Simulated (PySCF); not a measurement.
## SI: frontier orbitals

PBE0 at R = 2.345 Å; basis S def2-SVP, I def2-SVP with ECP28; scalar-relativistic core potentials; PySCF 2.14. State: ²Π (doublet), unpaired electrons π ↑. Only the outer orbitals are listed, counted within each symmetry, core potentials removing the inner ones.

| spin | orbital | occ. | ε (eV) | on S (%) | main shells (%) |
| --- | --- | --- | --- | --- | --- |
| α | 7σ | 1 | -21.82 | 47 | 50 I s, 43 S s |
| α | 8σ | 1 | -18.28 | 51 | 50 S s, 46 I s |
| α | 9σ | 1 | -10.76 | 51 | 46 I p, 45 S p |
| α | 4π | 1 | -9.99 | 57 | 57 S p, 42 I p |
| α | 4π | 1 | -9.27 | 39 | 61 I p, 38 S p |
| α | 5π | 1 | -7.70 | 42 | 57 I p, 42 S p |
| α | 5π | 1 | -6.90 | 60 | 60 S p, 39 I p |
| α | 10σ | 0 | -2.50 | 46 | 49 I p, 46 S p |
| α | 11σ | 0 | 6.59 | 9 | 77 I s, 13 I d |
| α | 12σ | 0 | 8.54 | 14 | 63 I p, 14 I d, 13 S d |
| β | 7σ | 1 | -21.36 | 36 | 61 I s, 32 S s |
| β | 8σ | 1 | -17.46 | 60 | 60 S s, 35 I s |
| β | 9σ | 1 | -10.47 | 51 | 47 I p, 43 S p |
| β | 4π | 1 | -9.12 | 34 | 66 I p, 33 S p |
| β | 4π | 1 | -8.78 | 19 | 81 I p, 18 S p |
| β | 5π | 1 | -6.64 | 65 | 65 S p, 34 I p |
| β | 5π | 0 | -4.38 | 80 | 80 S p, 19 I p |
| β | 10σ | 0 | -2.23 | 48 | 48 S p, 46 I p |
| β | 11σ | 0 | 6.69 | 7 | 79 I s, 12 I d |

Q: Which are the highest filled and the lowest empty level, where do they sit, and how wide is the gap?

A: Highest filled β 5π at -6.64 eV (in %: 65 S p, 34 I p); lowest empty β 5π at -4.38 eV (in %: 80 S p, 19 I p); the gap at PBE0 is 2.26 eV. Both belong to one degenerate shell, split only by its one-sided filling, so this is no excitation gap.

The bond order (Mayer) is 1.34, the ⟨S²⟩ is 0.753 and the charge on S (Mulliken, basis-dependent) is -0.12. The charge on S (Löwdin, basis-dependent) is -0.09, the dipole moment (positive dipole means S(−)I(+)) is 1.11 D and the polarisability along the bond is 65.7 bohr³. The polarisability across the bond is 23.0 bohr³.

Spin–orbit coupling is left out. The state is the lowest determinant that a PBE0 search found; another state may lie lower at other levels.
